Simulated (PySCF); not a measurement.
## [Lu(H2O)4]3+: from a saddle point downhill

PySCF 2.14.0, RKS B3LYP, Lu lcecp-1-SVP with ECP60, O def2-SVP, H def2-SVP; non-relativistic Hamiltonian with scalar-relativistic core potentials where named; density fitting; no spin-orbit coupling. Relaxed within the symmetry of its start, the geometry (D2d) is

```xyz
13

Lu    0.0000    0.0000    0.0000
O     1.2729    1.2900    1.2900
H     1.6436    1.0875    2.1835
H     1.6436    2.1835    1.0875
O    -1.2729   -1.2900    1.2900
H    -1.6436   -1.0875    2.1835
H    -1.6436   -2.1835    1.0875
O     1.2729   -1.2900   -1.2900
H     1.6436   -2.1835   -1.0875
H     1.6436   -1.0875   -2.1835
O    -1.2729    1.2900   -1.2900
H    -1.6436    2.1835   -1.0875
H    -1.6436    1.0875   -2.1835
```

and its lowest harmonic modes are -153, -42, -42, 8, 56, 63 cm⁻¹ (negative: unstable). It was moved along the lowest mode and relaxed again, within the group S4 that the move left.

Where does it end, and how much lower?

In S4, 0.053 eV lower, after 14 steps:
```xyz
13

Lu    0.0000    0.0000    0.0000
O     1.3195    1.2988    1.2305
H     2.1310    1.0453    1.7351
H     1.2387    2.2700    1.3966
O    -1.3195   -1.2305    1.2988
H    -1.2387   -1.3966    2.2700
H    -2.1310   -1.7351    1.0453
O     1.3195   -1.2988   -1.2305
H     1.2387   -2.2700   -1.3966
H     2.1310   -1.0453   -1.7351
O    -1.3195    1.2305   -1.2988
H    -2.1310    1.7351   -1.0453
H    -1.2387    1.3966   -2.2700
```

How do the contacts change?


```csv
contact,saddle (Å),end (Å)
Lu1–O2 (H2O),2.225,2.223
Lu1–O5 (H2O),2.225,2.223
Lu1–O8 (H2O),2.225,2.223
Lu1–O11 (H2O),2.225,2.223
```


Is the end a minimum?

Yes; lowest modes 46, 46, 53, 67, 71, 108 cm⁻¹.

An lcecp potential fixes the number of 4f electrons, so in runs with it no electron can move into or out of that shell.

State: singlet in the valence, with the 4f electrons in the core potential.
